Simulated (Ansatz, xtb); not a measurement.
## Ranking isomers of C7H9P

8 gas-phase structures of C7H9P, from a drawn sample of its isomers (lower ones may exist). Each was relaxed with GFN2-xTB:

A. `CC1=C(C)C=PC=C1`, a singlet
B. `CC1=CC(C)=PC=C1`, a singlet
C. `CC1=CC=CP=C1C`, a singlet
D. `CCC1=CC=CC=P1`, a singlet
E. `CC1=CC=CC(C)=P1`, a singlet
F. `Cc1ccccc1P`, a singlet
G. `CC1=CP=C(C)C=C1`, a singlet
H. `CC1=CP=CC(C)=C1`, a singlet

Estimate their order in r2SCAN-D4/def2-SVP energy at these geometries, lowest first.

Calculated order at r2SCAN-D4/def2-SVP: A (0.0), H (0.3), B (0.5), C (0.5), G (0.7), E (1.0), F (1.7), D (3.2) kcal/mol. Less than 1 kcal/mol parts A and H; H and B; B and C; C and G; G and E; E and F, so the order within those pairs means little.

Energies above the lowest of each column, in kcal/mol; the last columns are at PBE-D3(BJ)/def2-SVP geometries and were run for some of them only (a dash: not run or not comparable):

| structure | GFN2-xTB | HF/STO-3G | r2SCAN-D4/def2-SVP | PBE-D3(BJ)/def2-SVP | CCSD(T)/def2-SVP + ΔMP2/def2-TZVPP |
| --- | --- | --- | --- | --- | --- |
| A | 4.3 | 1.1 | 0.0 | 0.0 | 0.1 |
| H | 3.6 | 0.5 | 0.3 | 0.4 | 0.0 |
| B | 5.1 | 1.2 | 0.5 | 0.5 | 1.1 |
| C | 5.5 | 2.6 | 0.5 | 0.5 | 0.9 |
| G | 5.0 | 1.6 | 0.7 | 0.7 | 1.0 |
| E | 6.3 | 2.6 | 1.0 | 1.0 | – |
| F | 0.0 | 0.0 | 1.7 | – | – |
| D | 8.8 | 3.8 | 3.2 | – | – |

CCSD(T)/def2-SVP + ΔMP2/def2-TZVPP puts H lowest of those it was run on, with A and C within 1 kcal/mol; GFN2-xTB picks F, HF/STO-3G picks F. CCSD(T)/def2-SVP + ΔMP2/def2-TZVPP orders those it was run on as H (0.0), A (0.1), C (0.9), G (1.0), B (1.1) kcal/mol. Less than 1 kcal/mol parts H and A; A and C; C and G; G and B, so the order within those pairs means little. Flexible structures stand in one conformer each, not always the lowest. H keeps a small imaginary mode. Frequencies (GFN2-xTB) were run for A, B, C, G, H alone. ΔMP2 is the change of the MP2 energy from the smaller to the larger basis.

Over these structures GFN2-xTB departs from r2SCAN-D4/def2-SVP by 1.5 kcal/mol on average once a common shift is removed. A GFN2-xTB relaxation took about 0.079 s and the r2SCAN-D4/def2-SVP energy about 2.8 s on a shared host (Ansatz 0.2.0, xtb 6.7.1).
